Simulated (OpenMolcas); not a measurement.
## Levels of Al I by method

```json
{"Program": "OpenMolcas", "Basis": "ANO-L-VTZP [5s4p2d1f]", "Scalar Hamiltonian": "non-relativistic, point nucleus", "Active space": "3 electrons in 4 orbitals (3s 3p)", "State averaging": "2S+1 = 4 odd, 1 root (0 in the spin-orbit step); 2S+1 = 2 odd, 3 roots; 2S+1 = 4 even, 3 roots; 2S+1 = 2 even, 5 roots", "Spin-orbit coupling": "state interaction with AMFI integrals over the reference wave functions, term energies averaged over their components"}
```

Methods on the same reference wave functions:
A. CASSCF
B. SS-CASPT2, IPEA 0.25 Eh, imaginary shift 0.1 Eh (closed shells correlated: 2s 2p)

Energies in cm⁻¹ above 3s² 3p ²P°_1/2, the measured ground level; measured values from NIST Handbook of Basic Atomic Spectroscopic Data.

```tsv
Level	A	B	Measured
3s² 3p ²P°_1/2	0.0	0.0	0.0
3s² 3p ²P°_3/2	102	102	112
3s 3p² ⁴P_1/2	22838	26170	29020
3s 3p² ⁴P_3/2	22875	26210	29067
3s 3p² ⁴P_5/2	22937	26270	29143
3s 3p² ²D_3/2	44704	39760	
3s 3p² ²D_5/2	44704	39760
```

Deviations, from unrounded energies. A percentage is the sum of absolute deviations over the sum of measured energies, with the sign that they share, or ± where signs differ.

```csv
Against measurement,Levels,A,B
mean absolute deviation (cm-1),4,4600,2100
fine structure of the ground term (%),1,-9.0,-9.0
other configurations (%),3,-21.3,-9.8
```

B lies closest to measurement on these levels. The largest miss of B in the table is 3s 3p² ⁴P_5/2, by -2900 cm-1. The ranking rests on the paired levels alone, and a cruder setting can come out closer through cancelling errors.

The lowest spin-free term lies below A's lowest term by 0.034 hartree in B.

CASPT2 breaks the degeneracy within a term, and the mean is taken; among the terms shown or strongly mixed into the levels shown the widest spread is 660 cm-1 (3s 3p² ²D, B). Over all roots computed the reference weight is 0.92 to 0.99 in B; the roots of lowest weight are the least certain, and an intruder state may touch them. Terms of s pⁿ other than that of highest spin mix with s² pⁿ⁻² d, which this space lacks; all of them can be thousands of cm-1 off, and some have no real level of that name. Without dynamic correlation excited terms often stand tens of per cent too high (terms of higher spin than the ground term too low), and those without a measured partner can miss by more than the paired ones (holds for A). Computed and measured levels are paired by configuration, term and J; levels that our copy of the source lacks, or whose pairing is in doubt (as where it misses far off the trend of its configuration), stay unpaired and out of the deviations. Levels of configurations outside the active space are missing.

° marks odd parity.
